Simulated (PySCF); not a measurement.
C5H12Si.
Atom-mapped SMILES: `[CH3:1][C@H:2]1[CH2:3][CH2:4][SiH2:5][CH2:6]1` (hydrogens: H7, H8, H9 on C1; H10 on C2; H11, H12 on C3; H13, H14 on C4; H15, H16 on Si5; H17, H18 on C6)

The same species was optimised twice, with GFN2-xTB and with PBE0-D3(BJ)/def2-SVP (PySCF), and the same property calculations (PySCF, gas phase) were run on both structures.

```json
{"coordinate": "C2–C6 (Å)", "GFN2-xTB": "1.534", "PBE0-D3(BJ)/def2-SVP": "1.541", "change": "+0.007"}
{"coordinate": "Si5–C6 (Å)", "GFN2-xTB": "1.905", "PBE0-D3(BJ)/def2-SVP": "1.898", "change": "-0.007"}
{"coordinate": "C2–C3 (Å)", "GFN2-xTB": "1.530", "PBE0-D3(BJ)/def2-SVP": "1.536", "change": "+0.006"}
{"coordinate": "C3–C4 (Å)", "GFN2-xTB": "1.530", "PBE0-D3(BJ)/def2-SVP": "1.536", "change": "+0.006"}
{"coordinate": "C4–Si5 (Å)", "GFN2-xTB": "1.906", "PBE0-D3(BJ)/def2-SVP": "1.901", "change": "-0.005"}
{"coordinate": "C1–C2 (Å)", "GFN2-xTB": "1.524", "PBE0-D3(BJ)/def2-SVP": "1.521", "change": "-0.003"}
{"coordinate": "C4–Si5–C6 (°)", "GFN2-xTB": "93.3", "PBE0-D3(BJ)/def2-SVP": "95.3", "change": "+2.0"}
{"coordinate": "C3–C4–Si5 (°)", "GFN2-xTB": "104.4", "PBE0-D3(BJ)/def2-SVP": "103.2", "change": "-1.2"}
{"coordinate": "C1–C2–C6 (°)", "GFN2-xTB": "112.1", "PBE0-D3(BJ)/def2-SVP": "113.3", "change": "+1.2"}
{"coordinate": "C2–C6–Si5 (°)", "GFN2-xTB": "105.0", "PBE0-D3(BJ)/def2-SVP": "104.0", "change": "-1.0"}
{"coordinate": "C2–C3–C4 (°)", "GFN2-xTB": "108.5", "PBE0-D3(BJ)/def2-SVP": "109.5", "change": "+1.0"}
{"coordinate": "C1–C2–C3 (°)", "GFN2-xTB": "112.1", "PBE0-D3(BJ)/def2-SVP": "113.0", "change": "+0.9"}
{"coordinate": "C3–C2–C6 (°)", "GFN2-xTB": "107.2", "PBE0-D3(BJ)/def2-SVP": "107.7", "change": "+0.5"}
```

Rotational constants: A = 5022, B = 2159, C = 1647 MHz (GFN2-xTB) against A = 4967, B = 2157, C = 1640 MHz (PBE0-D3(BJ)/def2-SVP). Point groups within 0.08 Å: C1 and C1.

On the GFN2-xTB structure: HOMO (eV) -8.08 [PBE0/pcSseg-1]; LUMO (eV) 1.02 [PBE0/pcSseg-1]; dipole (D) 0.49 [PBE0/pcSseg-1]; GIAO shielding of C1 (ppm) 161.5 [PBE0/pcSseg-1]; GIAO shielding of C2 (ppm) 146.1 [PBE0/pcSseg-1]; GIAO shielding of C3 (ppm) 146.5 [PBE0/pcSseg-1]; GIAO shielding of C4 (ppm) 176.1 [PBE0/pcSseg-1]; GIAO shielding of Si5 (ppm) 379.8 [PBE0/pcSseg-1]; GIAO shielding of C6 (ppm) 167.6 [PBE0/pcSseg-1].

Task: What do these properties become on the PBE0-D3(BJ)/def2-SVP structure?

Result: 
```json
{"property": "HOMO (eV)", "level": "PBE0/pcSseg-1", "on GFN2-xTB": "-8.08", "on PBE0-D3(BJ)/def2-SVP": "-8.13", "change": "-0.05"}
{"property": "LUMO (eV)", "level": "PBE0/pcSseg-1", "on GFN2-xTB": "1.02", "on PBE0-D3(BJ)/def2-SVP": "1.02", "change": "0.00"}
{"property": "dipole (D)", "level": "PBE0/pcSseg-1", "on GFN2-xTB": "0.49", "on PBE0-D3(BJ)/def2-SVP": "0.67", "change": "+0.18"}
{"property": "energy, GFN2-xTB geometry as zero (kcal/mol)", "level": "PBE0/pcSseg-1", "on GFN2-xTB": "0.0", "on PBE0-D3(BJ)/def2-SVP": "-1.0", "change": "-1.0"}
{"property": "GIAO shielding of C1 (ppm)", "level": "PBE0/pcSseg-1", "on GFN2-xTB": "161.5", "on PBE0-D3(BJ)/def2-SVP": "160.0", "change": "-1.5"}
{"property": "GIAO shielding of C2 (ppm)", "level": "PBE0/pcSseg-1", "on GFN2-xTB": "146.1", "on PBE0-D3(BJ)/def2-SVP": "145.3", "change": "-0.8"}
{"property": "GIAO shielding of C3 (ppm)", "level": "PBE0/pcSseg-1", "on GFN2-xTB": "146.5", "on PBE0-D3(BJ)/def2-SVP": "145.6", "change": "-0.9"}
{"property": "GIAO shielding of C4 (ppm)", "level": "PBE0/pcSseg-1", "on GFN2-xTB": "176.1", "on PBE0-D3(BJ)/def2-SVP": "175.2", "change": "-0.9"}
{"property": "GIAO shielding of Si5 (ppm)", "level": "PBE0/pcSseg-1", "on GFN2-xTB": "379.8", "on PBE0-D3(BJ)/def2-SVP": "375.9", "change": "-3.9"}
{"property": "GIAO shielding of C6 (ppm)", "level": "PBE0/pcSseg-1", "on GFN2-xTB": "167.6", "on PBE0-D3(BJ)/def2-SVP": "166.9", "change": "-0.7"}
```

The heavy atoms differ by 0.018 Å rms after alignment. Among bonds between heavy atoms C2–C3, C2–C6, C3–C4 and Si5–C6 change most and about equally (-0.007 to +0.007 Å). Changes are differences of the printed values. Neither structure is proved a minimum here.
